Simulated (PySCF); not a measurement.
All values below come from PBE-D3(BJ)/def2-TZVP // TPSS-D3(BJ)/def2-SVP (PySCF). Isolated molecules, 0 K electronic values unless said otherwise. 

Reference species: [Zr(Cl)4] (neutral, multiplicity 1).

| Quantity | Value |
|---|---|
| mean distance from the central atom to its bonded neighbours | 2.337 Å |
| LUMO | -3.57 eV |

Changed species: [Hf(Cl)4] (M = Hf; the reference has M = Zr).

What does the change do to the mean distance from the central atom to its bonded neighbours and LUMO?

the mean distance from the central atom to its bonded neighbours increases by 0.003 Å, to 2.340 Å; the LUMO rises by 0.50 eV, to -3.07 eV.
